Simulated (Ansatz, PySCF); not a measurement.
DMF (C3H7NO), SMILES CN(C)C=O. Atoms are numbered in the order given.

```xyz
12

C     -0.7469     1.5847     0.0000
N     -0.0169     0.3488     0.0000
C      1.4213     0.4051     0.0000
C     -0.6472    -0.8569     0.0000
O     -0.1035    -1.9371     0.0000
H     -1.8266     1.3767     0.0000
H     -0.5138     2.1918     0.8924
H     -0.5138     2.1918    -0.8924
H      1.7994    -0.6252     0.0000
H      1.7981     0.9309    -0.8940
H      1.7981     0.9309     0.8940
H     -1.7586    -0.7393     0.0000
```

Coordinates come from a PBE0-D3(BJ)/def2-SVP optimisation. Other conformers were not sampled.

Vertical ionisation energy (IE) and electron affinity (EA) in eV. Rows of orbital energies are one-electron estimates. Where ΔSCF, EOM or ADC give a negative EA the extra electron is unbound and the value depends on the basis.

| level | IE | EA |
|---|---|---|
| −ε(HOMO), −ε(LUMO), ωB97X/def2-TZVP (PySCF) | 9.46 | -2.90 |
| ΔSCF, PBE0/def2-TZVPD (Ansatz), final states of multiplicity 2 and 2 | 9.21 | -1.00 |

**Question.** What vertical singlet–triplet gap does ΔSCF give with PBE0/def2-TZVPD (Ansatz, a first-principles code)? (The exact figures need the calculation; the answer reports its results.)

**Answer.** 4.99 eV (triplet above singlet where positive).
